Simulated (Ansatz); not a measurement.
Total energies of Ge(SiH3)2H2 (Si₂GeH₈) from Ansatz at r2SCAN-D4/def2-TZVPD, gas phase (1 Eh = 27.2114 eV = 2625.5 kJ/mol). The reference geometry is relaxed at PBE-D4/def2-SVP.

```csv
state,geometry,energy (Eh)
charge 0 singlet,reference,-2660.74175
charge -1 doublet,reference,-2660.71096
free Ge atom (triplet),–,-2076.90354
free Si atom (triplet),–,-289.34127
free H atom (doublet),–,-0.49993
```

Task: Work out the vertical electron affinity, to the doublet.

Result: E(charge 0 singlet) − E(charge -1 doublet) = -2660.74175 − (-2660.71096) = -0.03079 Eh = -0.84 eV; negative, so the extra electron isn't bound.

Task: What is the binding energy per atom against free atoms?

Result: Atoms: 1 × (-2076.90354) + 2 × (-289.34127) + 8 × (-0.49993) = -2659.58552 Eh. Binding: -2659.58552 − (-2660.74175) = 1.15623 Eh = 31.46 eV, or 2.86 eV for each of 11 atoms (no zero-point energy, no counterpoise term).

At r2SCAN-D4/def2-TZVPD the highest occupied level of the charge -1 doublet lies above zero (up to 2.23 eV). By energy differences it is unbound by 0.84 eV (vertical, to the charge 0 singlet, at r2SCAN-D4/def2-TZVPD) and held by the finite basis.
